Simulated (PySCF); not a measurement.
Isomers of C5H9ClO2, one GFN2-xTB conformer each. Single-point energies are computed at PBE0/pcSseg-1 (PySCF, gas phase, no added dispersion term), electronic only.

Problem. Rank them by PBE0/pcSseg-1 energy, lowest first (kJ/mol).
A. `[CH3:1][C@H:2]([C:3](=[O:4])[OH:5])[C@@H:6]([CH3:7])[Cl:8]` with C1–C2–C3–O4 -83°, C2–C3–O5–H -177°, C1–C2–C6–C7 179°
B. `[CH3:1][O:2][C:3]([CH3:4])([CH3:5])[C:6](=[O:7])[Cl:8]` with C1–O2–C3–C4 178°, O2–C3–C6–O7 148°
C. `[CH3:1][O:2][CH2:3][C@@H:4]([CH3:5])[C:6](=[O:7])[Cl:8]` with C1–O2–C3–C4 173°, O2–C3–C4–C5 168°, C3–C4–C6–O7 -28°
D. `[CH3:1][O:2][C:3](=[O:4])[C@H:5]([CH3:6])[CH2:7][Cl:8]` with C1–O2–C3–O4 1°, O2–C3–C5–C6 -107°, C3–C5–C7–Cl8 -65°
E. `[CH3:1][C:2]([CH3:3])([Cl:4])[CH2:5][C:6](=[O:7])[OH:8]` with C1–C2–C5–C6 63°, C2–C5–C6–O7 0°, C5–C6–O8–H 180°
F. `[CH3:1][O:2][C@@H:3]([CH3:4])[CH2:5][C:6](=[O:7])[Cl:8]` with C1–O2–C3–C4 159°, O2–C3–C5–C6 167°, C3–C5–C6–O7 -50°

Solution. E (0.0), A (11.1), D (55.4), B (117.1), F (118.5), C (120.6).

As drawn, the lowest has an O–H bond and a C(=O)–O unit, which the highest lacks. Neighbours under 10 kJ/mol apart (COC(C)(C)C(=O)Cl and CO[C@@H](C)CC(=O)Cl; CO[C@@H](C)CC(=O)Cl and COC[C@@H](C)C(=O)Cl) can change places with a better method, another conformer or zero-point energy. GFN2-xTB itself gives, in the same order: 0.0, 13.0, 37.5, 84.9, 84.8, 90.1. Both levels put the same isomer lowest; measured from each level's own lowest isomer, the values differ by up to 33.7 kJ/mol (CO[C@@H](C)CC(=O)Cl: 84.8 against 118.5).

Problem. Which frontier levels, dipoles and rotational constants go with these structures?

Solution. 
```tsv
SMILES	HOMO (eV, PBE0/pcSseg-1)	LUMO (eV)	dipole (D)	A, B, C (MHz)
CC(C)(Cl)CC(=O)O	-8.32	-0.04	1.93	3065, 1006, 908.4
C[C@H](C(=O)O)[C@@H](C)Cl	-8.21	-0.03	2.01	2913, 1058, 903.2
COC(=O)[C@H](C)CCl	-8.12	0.23	2.51	2159, 1211, 921.6
COC(C)(C)C(=O)Cl	-7.79	-1.14	2.50	2068, 1526, 1270
CO[C@@H](C)CC(=O)Cl	-7.80	-1.16	2.46	3281, 824.0, 775.6
COC[C@@H](C)C(=O)Cl	-7.69	-0.90	3.52	2700, 962.7, 840.0
```
